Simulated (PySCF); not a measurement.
C2H7ClOSi, SMILES C[C@@H](O)[SiH2]Cl. The structure is a stationary point at PBE-D3(BJ)/def2-SVP. The structure was generated by enumeration; whether it is a known compound was not checked. The values are those of a single conformer.

Question: Give the equilibrium geometry at PBE-D3(BJ)/def2-SVP (PySCF confirms it by a frequency run) as a Z-matrix. (Estimate from the structure and the level; the computed values follow.)

Answer: One answer among several that fit: 
```
C
H 1 1.1122
O 1 1.4302 2 105.23
H 3 0.9765 1 107.12 2 -179.71
C 1 1.5309 2 109.14 3 121.08
H 5 1.1095 1 111.76 2 56.34
H 5 1.1095 6 108.38 1 121.24
H 5 1.1120 6 107.54 7 116.07
Si 1 1.9144 2 107.52 3 -117.01
H 9 1.5047 1 112.85 2 -68.65
H 9 1.5064 10 109.69 1 119.65
Cl 9 2.0824 10 108.23 11 117.71
```
Charge 0, spin multiplicity 1.
